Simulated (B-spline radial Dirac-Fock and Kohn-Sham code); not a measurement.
Satellites and hypersatellites of the K lines of Eu⁶⁺

System: the Eu⁶⁺ ion in the configuration [Kr] 4d10 4f5 5s2 5p4.

Method: multi-electron Dirac-Fock with separately optimised hole states, Breit and Lamb-shift corrections added in first order. Computed with a B-spline atomic structure program. Each two-hole energy is an average over J within one jj subconfiguration, not an observable level; in light atoms, where LS coupling holds, the j-resolved values are not observed lines, and for a K spectator the Kα1 hypersatellite is nearly forbidden. Correlation and solid-state effects are left out.

Lines without a spectator: Kα2 (K-L2) 40898.9 eV, Kα1 (K-L3) 41539.3 eV, Kβ3 (K-M2) 46898.1 eV, Kβ1 (K-M3) 47030.9 eV. Shifts in eV with one spectator hole (a dash: not computed, or left out as unreliable):

```csv
spectator hole,Kα2,Kα1,Kβ3,Kβ1
K (1s),+778.9,+820.1,+1002.4,+1011.8
L2 (2p1/2),+93.2,+121.4,–,+243.7
L3 (2p3/2),+80.2,+83.9,+199.5,–
M2 (3p1/2),–,+17.14,+35.9,+42.7
M3 (3p3/2),+10.86,–,+33.4,+33.2
M4 (3d3/2),+3.20,-0.12,–,–
M5 (3d5/2),-1.24,+1.76,–,–
```

Run: 37 s of CPU time on 1 thread of Neoverse-V2 (shared host), peak memory 0.51 GiB.
